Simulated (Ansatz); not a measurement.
The cluster K2Na2 was relaxed with PBE (def2-TZVP) in Ansatz in these states: neutral quintet, neutral singlet, neutral triplet. The geometries follow in no particular order.

A:

Cartesian coordinates in Å:
```
Na 0.413 -1.955 -2.114
Na -0.602 1.244 -1.630
K -0.565 2.398 2.067
K 0.755 -1.686 1.676
```

B:

```xyz
4

Na    2.712   -2.111   -0.236
Na   -0.477   -1.019   -0.998
K    -3.159    1.915   -0.132
K     0.924    1.214    1.366
```

C:

```xyz
4

Na    4.0478   -0.2542    0.7638
Na    0.3548    1.8876   -0.1323
K    -4.1413    0.8218   -0.8207
K    -0.2613   -2.4552    0.1892
```

Q: Judge from the bond lengths which geometry belongs to which state (an estimate).

A: A is the neutral triplet (Na2–K4 4.622 Å, Na1–K4 3.815 Å, Na1–Na2 3.391 Å); B is the neutral singlet (Na2–K4 3.540 Å, Na1–K4 4.101 Å, Na1–Na2 3.457 Å); C is the neutral quintet (Na2–K4 4.398 Å, Na1–K4 4.873 Å, Na1–Na2 4.362 Å).
